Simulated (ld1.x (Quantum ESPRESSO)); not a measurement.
# Scattering properties, RRKJ potential for gold

- Element: Au (Z = 79)
- Generator: ld1.x (Quantum ESPRESSO) 7.5
- Type: norm-conserving RRKJ (Kleinman–Bylander form)
- Functional: PBE
- Relativity: scalar-relativistic
- Frozen core: [Xe] 4f14
- Valence charge: 11
- Reference configuration: 5d10 6s1 6p0
- Partial waves: 6p (bound, empty): rc 3.85 bohr; 5d (bound): rc 1.30 bohr; 6s (bound): rc 2.35 bohr
- Local potential: the s channel
- Core correction: a·sin(br)/r model core inside 1.30 bohr
- rho0: 0.001

The phase is arctan(r·u′/u) with u = r·R(r), unwrapped; energies in Ry, scanned from -3 to 5 Ry. A pole is an energy at which the radial function vanishes at the test radius. The pseudo phase is shifted by a multiple of π to meet the all-electron one at the reference energy, and phase errors are pseudo minus all-electron; the curves can meet again beyond the range given. Levels narrower than the energy grid can be missing from the lists of poles.

Question: For each channel, where are the poles, and over which energies does the pseudopotential scatter like the atom?

Answer:

```csv
channel,radius (bohr),reference energy (Ry),"poles, all-electron","poles, pseudo",unbroken range about the reference energy with phases within 0.05 rad,phase error 1 Ry above the reference energy (rad)
s,4.21,-0.42,"-0.22, 2.50","-0.22, 2.39",below 0.8,-0.011
p,4.21,-0.06,"0.51, 3.46","0.50, 3.15",below 1.3,-0.009
d,4.21,-0.51,"-0.48, 1.72","-0.48, 1.80",below 0.5,+0.040
```

Phases in the s channel:

```json
{"E (Ry)": "-3.00", "all-electron": "1.426", "pseudo": "1.426"}
{"E (Ry)": "-2.76", "all-electron": "1.419", "pseudo": "1.419"}
{"E (Ry)": "-2.52", "all-electron": "1.411", "pseudo": "1.411"}
{"E (Ry)": "-2.28", "all-electron": "1.401", "pseudo": "1.401"}
{"E (Ry)": "-2.04", "all-electron": "1.389", "pseudo": "1.389"}
{"E (Ry)": "-1.80", "all-electron": "1.374", "pseudo": "1.374"}
{"E (Ry)": "-1.56", "all-electron": "1.354", "pseudo": "1.354"}
{"E (Ry)": "-1.32", "all-electron": "1.325", "pseudo": "1.325"}
{"E (Ry)": "-1.08", "all-electron": "1.278", "pseudo": "1.278"}
{"E (Ry)": "-0.84", "all-electron": "1.177", "pseudo": "1.177"}
{"E (Ry)": "-0.60", "all-electron": "0.696", "pseudo": "0.695"}
{"E (Ry)": "-0.36", "all-electron": "-1.361", "pseudo": "-1.361"}
{"E (Ry)": "-0.12", "all-electron": "-1.647", "pseudo": "-1.647"}
{"E (Ry)": "0.12", "all-electron": "-1.761", "pseudo": "-1.762"}
{"E (Ry)": "0.36", "all-electron": "-1.872", "pseudo": "-1.875"}
{"E (Ry)": "0.60", "all-electron": "-2.056", "pseudo": "-2.068"}
{"E (Ry)": "0.84", "all-electron": "-2.552", "pseudo": "-2.611"}
{"E (Ry)": "1.08", "all-electron": "-3.731", "pseudo": "-3.817"}
{"E (Ry)": "1.32", "all-electron": "-4.300", "pseudo": "-4.335"}
{"E (Ry)": "1.56", "all-electron": "-4.492", "pseudo": "-4.512"}
{"E (Ry)": "1.80", "all-electron": "-4.585", "pseudo": "-4.600"}
{"E (Ry)": "2.04", "all-electron": "-4.642", "pseudo": "-4.656"}
{"E (Ry)": "2.28", "all-electron": "-4.682", "pseudo": "-4.697"}
{"E (Ry)": "2.52", "all-electron": "-4.715", "pseudo": "-4.731"}
{"E (Ry)": "2.76", "all-electron": "-4.744", "pseudo": "-4.764"}
{"E (Ry)": "3.00", "all-electron": "-4.772", "pseudo": "-4.800"}
{"E (Ry)": "3.24", "all-electron": "-4.803", "pseudo": "-4.845"}
{"E (Ry)": "3.48", "all-electron": "-4.841", "pseudo": "-4.914"}
{"E (Ry)": "3.72", "all-electron": "-4.896", "pseudo": "-5.054"}
{"E (Ry)": "3.96", "all-electron": "-4.987", "pseudo": "-5.538"}
{"E (Ry)": "4.20", "all-electron": "-5.197", "pseudo": "-7.059"}
{"E (Ry)": "4.44", "all-electron": "-5.968", "pseudo": "-7.540"}
{"E (Ry)": "4.68", "all-electron": "-7.190", "pseudo": "-7.678"}
{"E (Ry)": "4.92", "all-electron": "-7.533", "pseudo": "-7.744"}
```
